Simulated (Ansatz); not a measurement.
Basis-set extrapolation for `F[C@H]1N[Si@@H]1[AlH2]` (PBE0-D4/def2-TZVP geometry, frozen core, Ansatz). Multiplicity 1, RHF reference.

```
                      def2-TZVPP   def2-QZVPP
                 HF  -725.552945  -725.577880
    MP2 correlation    -0.817156    -0.881649
CCSD(T) correlation    -0.890676      not run
```

Energies in hartree. Use E(X) = E(∞) + A·exp(−7.88·√X) for Hartree–Fock and E(X) = E(∞) + B·X^(−2.97) for correlation, with X = 3 and 4, and add CCSD(T) minus MP2 of the smaller set to the MP2 limit.

Problem. What is the CCSD(T) energy at the basis-set limit?

Solution. HF limit: -725.577880 + (-0.024935) × 0.13774 = -725.58131. MP2 limit: -0.881649 + (-0.064493) × 0.74074 = -0.92942. Higher-order term: -0.890676 − (-0.817156) = -0.07352. Total: -726.58425 hartree, 3.83 eV below CCSD(T)/def2-TZVPP.
